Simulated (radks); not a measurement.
Effect of the nuclear size on neutral palladium, [Kr] 4d10. Calculated with a radial shooting solver on a logarithmic mesh with Libxc functionals: Dirac Kohn-Sham, relativistic LDA (MacDonald-Vosko exchange, VWN5 correlation), spin-unpolarised, spherical densities, finite nucleus; Fermi nuclear charge, rms radius 4.5318 fm. The rms radius is varied about that value; shifts are against it.

| rms radius (fm) | total energy shift (eV) | density at nucleus (e/bohr^3) | 1s1/2 shift (meV) | 2s1/2 shift (meV) | 4s1/2 shift (meV) | 5s1/2 (empty) shift (meV) |
|---|---|---|---|---|---|---|
| 3.6572 | -0.869 | 1.35e+05 | -364 | -40.5 | -1.44 | -0.096 |
| 4.2916 | -0.255 | 1.323e+05 | -107 | -11.9 | -0.421 | -0.028 |
| 4.5318 | 0 | 1.313e+05 | 0.000 | 0.000 | 0.000 | 0.000 |
| 4.84 | 0.345 | 1.302e+05 | 144 | 16.0 | 0.569 | 0.038 |
| 5.5288 | 1.19 | 1.28e+05 | 497 | 55.2 | 1.96 | 0.132 |

Slopes of the eigenvalues against <r^2> in GHz/fm^2, as finite differences over the two radii next to the reference (eigenvalue slopes, not the field-shift constants of lines): 1s1/2 12100, 2s1/2 1350, 4s1/2 47.8, 5s1/2 (empty) 3.21.
